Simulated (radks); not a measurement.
Task: The mean radii <r> (bohr) of the occupied orbitals of an atom or ion are listed with their occupations. Calculated with a radial shooting solver on a logarithmic mesh with Libxc functionals: Dirac Kohn-Sham, PBE, spin-unpolarised, spherical densities, point nucleus.

orbital     occ.      <r>
1s1/2          2  0.02313
2s1/2          2  0.09553
2p1/2    1.33333  0.07959
2p3/2    2.66667  0.08564

Name the element and its charge. Open shells, if any, are shared by 2j + 1.

Result: Z = 61, promethium, charge +53: Pm53+ in [He] 2s2 2p4. The 1s radius gives Z: for a bare nucleus <r> = (2 gamma + 1)/(2Z) with gamma = sqrt(1 - (Z/c)^2), 0.02288 bohr for Z = 61, and screening makes it slightly larger (0.02313 here). The occupations add up to 8, and the charge is Z minus that.
